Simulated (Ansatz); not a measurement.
`CC(C)(C)[NH][Ge]([F])([Cl])[Cl]`, relaxed with RKS PBE-D4/def2-SVP in the Gaussian-basis code of Ansatz from a rough embedded geometry. The force threshold is 0.03 eV/Å; the program also tests the step.

Charge 0, multiplicity 1.

Start:

```xyz
19

C    -0.146    1.625   -0.167
C    -0.079    0.207    0.453
C    -0.730    0.307    1.812
C     1.339   -0.160    0.701
N    -0.825   -0.798   -0.320
Ge   -0.086   -1.374   -1.957
F     0.618   -0.032   -2.837
Cl    1.404   -2.854   -1.572
Cl   -1.655   -2.294   -3.141
H     0.420    1.599   -1.152
H    -1.204    1.847   -0.444
H     0.256    2.371    0.455
H    -1.803    0.605    1.686
H    -0.727   -0.697    2.348
H    -0.217    1.063    2.489
H     1.855    0.465    1.379
H     1.416   -1.236    1.069
H     1.952   -0.188   -0.287
H    -1.789   -0.459   -0.516
```

**Question.** How much energy does the relaxation release, and in how many steps? (Best estimate.)

**Answer.** Computed: 45.49 kJ/mol, in 9 steps.

**Question.** Which bonds change most? (Estimate.)

**Answer.** The calculation gave: N5–Ge6 from 1.887 to 1.813 Å; C1–H12 from 1.052 to 1.110 Å; C4–H18 from 1.163 to 1.110 Å; C4–H16 from 1.057 to 1.108 Å.

**Question.** Give the relaxed structure. (Best estimate.)

**Answer.** Computed: 
```xyz
19

C    -0.185    1.659   -0.184
C    -0.085    0.264    0.465
C    -0.782    0.260    1.837
C     1.390   -0.137    0.624
N    -0.769   -0.757   -0.365
Ge   -0.065   -1.435   -1.892
F     0.912   -0.270   -2.778
Cl    1.268   -3.093   -1.568
Cl   -1.694   -2.054   -3.159
H     0.305    1.658   -1.177
H    -1.247    1.952   -0.320
H     0.300    2.433    0.447
H    -1.856    0.521    1.736
H    -0.712   -0.740    2.308
H    -0.318    1.006    2.514
H     1.910    0.572    1.298
H     1.483   -1.157    1.045
H     1.920   -0.108   -0.351
H    -1.774   -0.575   -0.479
```
